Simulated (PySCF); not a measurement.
**Sc: excitation energy**

Sc [Ar] 3d1 4s2 (2D) → Sc [Ar] 3d2 4s1 (4F), as a difference of total energies. Computed with PySCF 2.14 in ANO-RCC-VTZP (6s5p3d2f1g, 59 functions), with the spin-free X2C one-electron Hamiltonian (Gaussian nucleus). Correlated levels: valence and next inner shell: [Ne] frozen. The calculations carry no spin-orbit coupling.

```
                                method  excitation energy (eV)
                                   UHF                   1.113
    MP2 (valence and next inner shell)                   1.372
SCS-MP2 (valence and next inner shell)                   1.647
   CCSD (valence and next inner shell)                   1.534
CCSD(T) (valence and next inner shell)                   1.599
```

Errors of the correlated levels include the incompleteness of this basis and the frozen core.

Question: Which method comes closest to the reference value, and which is furthest?

Answer: The reference is 1.427 eV (measured; NIST levels, between the centres of gravity of the two terms). Closest: MP2 (valence and next inner shell) (error -0.055 eV); furthest: UHF (error -0.314 eV).
